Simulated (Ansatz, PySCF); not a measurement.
Process, species as SMILES: [SiH4] (SiH4) -> [SiH3-] + H+
Each molecule is optimised on its own at B3LYP-D3(BJ)/def2-TZVP (Ansatz, a first-principles code).

Property: gas-phase deprotonation energy (enthalpy at 298 K, with B3LYP-D3(BJ) rigid-rotor harmonic-oscillator terms from PySCF), in kJ/mol. Valence correlation only, unless marked. Spin-orbit coupling is left out. No relativistic terms. Anions need diffuse functions: aug- sets have them; def2-D sets add few; the other sets have none. CBS(X,Y): correlation extrapolated as X^-3; Hartree-Fock from the larger set.

CCSD(T)/CBS(def2-TZVPPD,def2-QZVPPD) (Ansatz) gives 1564.6 kJ/mol.

Q: Another calculation gave 1565.9 kJ/mol. Which level was it?
A. r2SCAN0/def2-TZVPD (Ansatz)
B. SVWN5/def2-TZVPD (Ansatz)
C. BHLYP/def2-TZVPD (Ansatz)
D. wB97M-V/def2-TZVPD (Ansatz)

A: A, r2SCAN0/def2-TZVPD (Ansatz). The others give 1579.7 (BHLYP), 1505.8 (SVWN5), 1549.4 (wB97M-V) kJ/mol.
